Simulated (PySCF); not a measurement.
Species: C7H6FO (doublet state).
Numbering: `[O:1]=[CH:2][C@@H:3]1[CH:4][CH:5]=[CH:6][CH:7]=[C:8]1[F:9]` (hydrogens: H10 on C2; H11 on C3; H12 on C4; H13 on C5; H14 on C6; H15 on C7)

Structure used (GFN2-xTB), in Å, numbered top down from 1:
```
atom  x, y, z in Å
O1    -2.9750   -0.3431    0.7562
C2    -1.8789    0.1290    0.7089
C3    -0.9563    0.0461   -0.5226
C4    -0.2475   -1.2357   -0.2176
C5     1.0471   -1.2509    0.2038
C6     1.8204   -0.0859    0.2583
C7     1.2804    1.1307   -0.1933
C8    -0.0073    1.1809   -0.6083
F9    -0.5233    2.3271   -1.1001
H10   -1.3819    0.5785    1.5856
H11   -1.5961   -0.0252   -1.4102
H12   -0.8308   -2.1396   -0.2866
H13    1.5065   -2.1940    0.4611
H14    2.8428   -0.1252    0.5933
H15    1.8955    2.0155   -0.2504
```

The hyperfine couplings belong to this conformer and change with its torsions.

Computed, not measured: PySCF, UKS B3LYP, pcH-1 on C F H O, non-relativistic, mean-field spin-orbit, GIAO. Isolated species at its GFN2-xTB geometry (one conformer only). The geometry wasn't refined by DFT: couplings that depend on bond lengths, twists or pyramidal angles can differ widely from those at the functional's own minimum. The SCF solution wasn't tested for stability. ⟨S²⟩ is 0.782 where a pure state has 0.75.

**Question.** Where do the isotropic ENDOR lines of F9, H11, H14, H12, H13, H15 and H10 fall at 337.3 mT, to first order?

**Answer.** For S = 1/2 in fast tumbling each set of equivalent nuclei gives two lines, ν± = |νn ± a/2| to first order, with νn = g_N μN B/h and μN/h = 7.62259 MHz/T.

| nuclei | isotope | g_N | νn (MHz) | a_iso (MHz) | lower line (MHz) | upper line (MHz) |
| --- | --- | --- | --- | --- | --- | --- |
| F9 | 19F | 5.2577 | 13.52 | 53.54 | 13.25 | 40.29 |
| H11 | 1H | 5.5857 | 14.36 | 92.29 | 31.78 | 60.51 |
| H14 | 1H | 5.5857 | 14.36 | -35.92 | 3.60 | 32.32 |
| H12 | 1H | 5.5857 | 14.36 | -27.74 | 0.49 | 28.23 |
| H13 | 1H | 5.5857 | 14.36 | 9.58 | 9.57 | 19.15 |
| H15 | 1H | 5.5857 | 14.36 | 9.09 | 9.81 | 18.91 |
| H10 | 1H | 5.5857 | 14.36 | 7.53 | 10.60 | 18.13 |

**Question.** Which pairs are centred on the nuclear Larmor frequency, and which on half the coupling?

**Answer.** Centred on νn, since |a| < 2νn: H12, H13, H15 and H10. Centred on |a|/2 and split by 2νn: F9, H11 and H14.

**Question.** At what field would the lower line of H14 fall to zero frequency?

**Answer.** Where νn = |a|/2, that is B = 17.96 MHz/(5.5857 × 7.62259 MHz/T) = 422 mT, as far as first order holds there.

Time: 96 s (with the writing of density and orbital grids); peak memory 1.1 GiB. Hardware: Arm Neoverse V2, one thread, no GPU (shared host).

The SMILES draws the unpaired electron on C4; the largest computed Mulliken spin population is on C6 (0.55 against 0.43).
